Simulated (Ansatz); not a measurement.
`[O]=[Mo]([OH])([F])=[S]` and `[O]=[Mo]([OH])(=[S])[Cl]` differ in one atom or group.

Ansatz, PBE0-D4/def2-TZVP geometries, multiplicity 1. Each molecule was computed in one conformer, which needn't be the lowest.

Elements past krypton have def2 core potentials.

```csv
property,`[O]=[Mo]([OH])([F])=[S]`
HOMO–LUMO gap (PBE/def2-TZVPP) / eV,3.06
size of the dipole moment (B3LYP/def2-TZVPP) / D,2.51
LUMO energy (B3LYP/def2-TZVPP) / eV,-3.24
HOMO energy (PBE/def2-TZVPP) / eV,-6.75
size of the dipole moment (PBE/def2-TZVPP) / D,2.61
"ideal-gas entropy at 298 K and 1 bar (rigid rotor, harmonic PBE0-D4/def2-TZVP) / J/(mol·K)",339
```

Problem. What does the change do to each property? (Best estimate.)

Solution. Computed: 
| property | `[O]=[Mo]([OH])(=[S])[Cl]` | shift |
| --- | --- | --- |
| HOMO–LUMO gap (PBE/def2-TZVPP) / eV | 2.90 | -0.16 |
| size of the dipole moment (B3LYP/def2-TZVPP) / D | 2.61 | 0.10 |
| LUMO energy (B3LYP/def2-TZVPP) / eV | -3.52 | -0.28 |
| HOMO energy (PBE/def2-TZVPP) / eV | -6.88 | -0.13 |
| size of the dipole moment (PBE/def2-TZVPP) / D | 2.54 | -0.07 |
| ideal-gas entropy at 298 K and 1 bar (rigid rotor, harmonic PBE0-D4/def2-TZVP) / J/(mol·K) | 350 | 11 |

With PBE0 the HOMO falls by 0.12 eV and the LUMO falls by 0.31 eV, so the gap narrows by about 0.19 eV. PBE moves the HOMO by -0.13 eV and ωB97M-V by -0.13 eV. Dipoles are sizes alone; their direction can turn.

B3LYP here is the variant with VWN-RPA as its local correlation; programs differ in this.
